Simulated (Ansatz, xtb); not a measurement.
# Two structures of GeHSi3

Structure I is a doublet given by its coordinates and structure II is a doublet given by its coordinates. Both are isolated molecules in the gas phase, relaxed with PBE0-D3(BJ)/def2-SVP.

I (Å):

```yaml
atoms:
  - { symbol: Ge, position_ang: [0.7856, -1.0391, 0.5196] }
  - { symbol: Si, position_ang: [-2.9258, -0.5595, -0.6202] }
  - { symbol: Si, position_ang: [-0.7202, -0.5245, -1.2160] }
  - { symbol: Si, position_ang: [-1.5031, -1.1963, 1.0505] }
  - { symbol: H, position_ang: [-3.8975, -1.5247, -1.2419] }
```

Close contacts (Å): Ge1–Si3 2.35, Ge1–Si4 2.35, Si2–Si3 2.28, Si2–Si4 2.28, Si3–Si4 2.49, Si2–H5 1.50.

II (Å):

```yaml
atoms:
  - { symbol: Ge, position_ang: [-2.0052, -0.3408, 0.9854] }
  - { symbol: Si, position_ang: [-3.9687, -1.5925, 0.5502] }
  - { symbol: Si, position_ang: [-2.5367, -1.5499, -1.2066] }
  - { symbol: Si, position_ang: [-0.6285, -0.3200, -0.9569] }
  - { symbol: H, position_ang: [0.7055, -1.0209, -0.9556] }
```

Close contacts (Å): Ge1–Si2 2.37, Ge1–Si3 2.56, Ge1–Si4 2.38, Si2–Si3 2.27, Si3–Si4 2.28, Si4–H5 1.51.

Energies in hartree; the thermal terms are from PBE0-D3(BJ)/def2-SVP harmonic frequencies (ideal gas, rigid rotor, one conformer each, 298.15 K, 1 atm) and include the zero-point energy:

|  | I | II |
| --- | --- | --- |
| E, CCSD(T)/def2-SVP | −2942.645118 | −2942.643394 |
| zero-point energy | 0.011462 | 0.011358 |
| H(298 K) − E | 0.018236 | 0.018164 |
| G(298 K) − E | −0.020235 | −0.020286 |

Task: Work out ΔE, ΔE₀, ΔH and ΔG for I → II in kcal/mol (1 Eh = 627.51 kcal/mol) and the equilibrium ratio [II]/[I].

Result: 1. ΔE = −2942.643394 − (−2942.645118) = +0.001724 Eh = +1.08 kcal/mol.
2. ΔE₀ = ΔE + ΔZPE = +0.001724 + (−0.000104) Eh = +1.02 kcal/mol.
3. ΔH = ΔE + (−0.000072) Eh = +1.04 kcal/mol.
4. ΔG = ΔE + (−0.000051) Eh = +1.05 kcal/mol, so ΔS = (ΔH − ΔG)/T = −0.2 J/(mol K).
5. kT = 0.9442 mEh, so K = [II]/[I] = exp(−ΔG/kT) = exp(−1.77) ≈ 0.17.

Structure I is favoured at this temperature. An error of 1 kcal/mol in ΔG would change K by a factor of 5.4. Mirror images and further conformers aren't counted.

Other levels gave ΔE = +2.5 (PBE0-D3(BJ)/def2-SVP); +1.5 (HF/def2-SVP); +1.0 (MP2/def2-SVP) kcal/mol. Open shells are spin-unrestricted, with notable spin contamination. The correlated steps freeze 24 core orbitals; the filled d shell of Ge is correlated, in a basis made for valence electrons. Programs: Ansatz 0.2.0.
